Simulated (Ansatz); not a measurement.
Frontier orbitals of CH4BFSe, SMILES `B[Se]CF`.

Charge 0, multiplicity 1. Correlated methods include outer-core shells of Se, which these sets cover unevenly. Scalar relativity is left out up to krypton. The structure was optimised at the PBE0-D4/def2-TZVP level. It is one conformer, not always the lowest. Basis def2-TZVPP, Ansatz 0.2.0.

Orbital energies of one run (eV). Highest occupied ones, from the top: -6.81, -7.37, -7.93, -8.68, -9.07, -10.94, -12.08, -12.66, -12.73, -16.33, -19.08, -30.51, -53.83, -53.84. Empty: -2.35, -0.64, 0.64, 1.12, 1.29, 1.68.

Problem. Which functional gave them?
A. r2SCAN0
B. revPBE
C. LC-ωPBE
D. B3LYP

Solution. B. HOMO energies: revPBE -6.81, B3LYP -7.69, LC-ωPBE -10.52, r2SCAN0 -8.09 eV.

B3LYP here is the variant with VWN-RPA as its local correlation; programs differ in this. LC-ωPBE has ω = 0.4 bohr⁻¹.
